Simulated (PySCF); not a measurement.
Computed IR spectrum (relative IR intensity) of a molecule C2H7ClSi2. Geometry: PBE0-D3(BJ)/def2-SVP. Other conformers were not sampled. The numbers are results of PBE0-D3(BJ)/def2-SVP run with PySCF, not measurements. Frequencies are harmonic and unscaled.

Lines under 2 % of the strongest are left out, and lines within 2 cm⁻¹ are merged.

ν (cm⁻¹): 206 (vw), 409 (vw), 450 (w), 563 (s), 634 (w), 652 (w), 687 (w), 724 (vs), 761 (vs), 790 (m), 862 (s), 929 (s), 955 (vw), 1008 (w), 1190 (vw), 1415 (w), 1427 (vw), 2221 (vs), 2223 (m), 2235 (vs), 3071 (w), 3073 (w), 3135 (vw), 3144 (vw) (against the strongest line: vs over 80 %, s over 45 %, m over 15 %, w over 4 %, vw less)

Task: Which structure fits?
A) [SiH3]/C=C(\[SiH3])Cl
B) C=C(Cl)[SiH2][SiH3]
C) [SiH3]/C=C/[SiH2]Cl
D) Cl[Si@@H]1CC[SiH2]1

Result: D, Cl[Si@@H]1CC[SiH2]1
